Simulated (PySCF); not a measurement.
Screening by computed properties: pick the candidate that meets the target.

Each SMILES stands for a single optimised conformer of the isolated species, non-relativistic unless stated; the electronic structure was computed with PySCF and density fitting.

Dipoles, sizes and rotational constants follow the conformer. The torsions of the flexible species, by atom-mapped SMILES:
- `[H]/[N:1]=[CH:2]\[C@@H:3]([NH:4][CH:5]=[O:6])[C@@H:7]1[CH2:8][SiH2:9]1`: N1–C2–C3–N4 9°, C2–C3–N4–C5 -123°, C3–N4–C5–O6 5°, C2–C3–C7–C8 166°
- `[CH3:1][C@H:2]([Cl:3])/[C:4](=[CH:5]\[O:6][SiH3:7])[CH:8]1[CH2:9][CH2:10]1`: C1–C2–C4–C5 -115°, C4–C5–O6–Si7 179°, C2–C4–C8–C9 -138°
- `[CH3:1]/[CH:2]=[C:3]1/[SiH2:4][C@@H:5]([C:6](=[O:7])[OH:8])[C@@H:9]1[F:10]`: Si4–C5–C6–O7 81°, H–O8–C6–C5 178°
- `[Cl:1][CH2:2][CH2:3][SiH2:4][c:5]1[cH:6][cH:7][cH:8][cH:9][n:10]1`: Cl1–C2–C3–Si4 -176°, C2–C3–Si4–C5 61°, C3–Si4–C5–C6 126°
- `[CH2:1]=[C:2]([CH2:3][F:4])[CH2:5][CH2:6][O:7][CH3:8]`: C1–C2–C3–F4 -104°, C1–C2–C5–C6 109°, C2–C5–C6–O7 -174°, C5–C6–O7–C8 180°

**Question.** Wanted: HOMO–LUMO gap below 6.2 eV (PBE0/pcSseg-1) and smallest rotational constant below 0.5 GHz (GFN2-xTB), at GFN2-xTB geometries. Which candidate meets both?
A. `[H]/N=C\[C@@H](NC=O)[C@@H]1C[SiH2]1`
B. `C[C@H](Cl)/C(=C\O[SiH3])C1CC1`
C. `ClCC[SiH2]c1ccccn1`
D. `C/C=C1/[SiH2][C@@H](C(=O)O)[C@@H]1F`

**Answer.** C. Computed values:
```
                            species  HOMO–LUMO gap  smallest rotational constant
                 ClCC[SiH2]c1ccccn1        6.13 eV                     0.401 GHz
      C[C@H](Cl)/C(=C\O[SiH3])C1CC1        6.31 eV                     0.463 GHz
C/C=C1/[SiH2][C@@H](C(=O)O)[C@@H]1F        6.78 eV                     0.626 GHz
[H]/N=C\[C@@H](NC=O)[C@@H]1C[SiH2]1        6.99 eV                     0.722 GHz
```

**Question.** Wanted: HOMO energy below -7.5 eV (PBE0/pcSseg-1) and dipole moment below 3 D (PBE0/pcSseg-1), at GFN2-xTB geometries. Which candidate meets both?
A. `C(C(CF)=C)COC`
B. `C[C@H](Cl)/C(=C\O[SiH3])C1CC1`
C. `[H]/N=C\[C@@H](NC=O)[C@@H]1C[SiH2]1`
D. `C/C=C1/[SiH2][C@@H](C(=O)O)[C@@H]1F`

**Answer.** D. Computed values:
```
                            species  HOMO energy  dipole moment
C/C=C1/[SiH2][C@@H](C(=O)O)[C@@H]1F     -7.63 eV         2.14 D
                      C(C(CF)=C)COC     -7.29 eV         0.76 D
[H]/N=C\[C@@H](NC=O)[C@@H]1C[SiH2]1     -7.15 eV         3.64 D
      C[C@H](Cl)/C(=C\O[SiH3])C1CC1     -6.33 eV         2.80 D
```
